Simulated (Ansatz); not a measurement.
A structure relaxed at PBE0-D4/def2-TZVP, charge 0, multiplicity 1:

```tsv
atom	x (Å)	y (Å)	z (Å)
C1	1.218	-0.837	-0.334
C2	0.708	-0.308	0.774
O3	-0.567	0.061	0.973
Ga4	-1.603	0.915	-0.229
H5	0.614	-1.023	-1.216
H6	2.265	-1.106	-0.370
H7	1.334	-0.159	1.654
H8	-3.086	0.970	0.231
H9	-0.883	1.487	-1.485
```

Q: Give its formula and SMILES.

A: C2H5GaO, `C=C[O][GaH2]`.

Q: Summarise the bond lengths by kind.

A: 1 × C–C 1.330 Å; 3 × C–H 1.081 to 1.090 Å; 1 × C–O 1.342 Å; 1 × Ga–O 1.803 Å; 2 × Ga–H 1.554 to 1.557 Å.

Computed with Ansatz.
